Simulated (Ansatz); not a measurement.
`[SiH3]C1(Cl)O[SiH2]1` at its PBE0-D4/def2-TZVP geometry, where that method's forces vanish. Total charge 0; spin multiplicity 1.

```csv
atom,x (Å),y (Å),z (Å)
Si1,0.507,-1.203,0.920
C2,-0.444,0.265,0.236
Cl3,-2.035,0.435,1.020
O4,0.293,1.513,0.186
Si5,-0.190,1.100,-1.360
H6,1.789,-1.301,0.173
H7,-0.298,-2.430,0.708
H8,0.772,-1.003,2.366
H9,-1.281,1.899,-1.951
H10,0.887,0.726,-2.299
```

Q: For each bond, give half the difference of the two atoms' forces along it (eV/Å; positive pushes the atoms apart) under PBE-D4, r2SCAN-D4, B3LYP-D4, ωB97M-V in def2-TZVPP. (An estimate is asked.)

A: Ansatz gave: 
```json
{"bond": "Si1–C2", "length (Å)": "1.879", "PBE-D4": "-0.13", "r2SCAN-D4": "-0.13", "B3LYP-D4": "-0.06", "ωB97M-V": "-0.03"}
{"bond": "Si1–H6", "length (Å)": "1.486", "PBE-D4": "0.07", "r2SCAN-D4": "-0.02", "B3LYP-D4": "-0.08", "ωB97M-V": "-0.10"}
{"bond": "Si1–H7", "length (Å)": "1.483", "PBE-D4": "0.06", "r2SCAN-D4": "-0.03", "B3LYP-D4": "-0.07", "ωB97M-V": "-0.09"}
{"bond": "Si1–H8", "length (Å)": "1.484", "PBE-D4": "0.08", "r2SCAN-D4": "-0.02", "B3LYP-D4": "-0.08", "ωB97M-V": "-0.12"}
{"bond": "C2–Cl3", "length (Å)": "1.782", "PBE-D4": "0.20", "r2SCAN-D4": "0.23", "B3LYP-D4": "0.31", "ωB97M-V": "0.10"}
{"bond": "C2–O4", "length (Å)": "1.450", "PBE-D4": "0.49", "r2SCAN-D4": "0.31", "B3LYP-D4": "0.30", "ωB97M-V": "0.22"}
{"bond": "C2–Si5", "length (Å)": "1.819", "PBE-D4": "0.39", "r2SCAN-D4": "0.16", "B3LYP-D4": "0.17", "ωB97M-V": "0.08"}
{"bond": "O4–Si5", "length (Å)": "1.671", "PBE-D4": "0.72", "r2SCAN-D4": "0.26", "B3LYP-D4": "0.23", "ωB97M-V": "0.10"}
{"bond": "Si5–H9", "length (Å)": "1.475", "PBE-D4": "-0.07", "r2SCAN-D4": "-0.08", "B3LYP-D4": "-0.13", "ωB97M-V": "-0.14"}
{"bond": "Si5–H10", "length (Å)": "1.478", "PBE-D4": "-0.09", "r2SCAN-D4": "-0.08", "B3LYP-D4": "-0.13", "ωB97M-V": "-0.12"}
```

B3LYP here is the variant with VWN-RPA as its local correlation; programs differ in this.
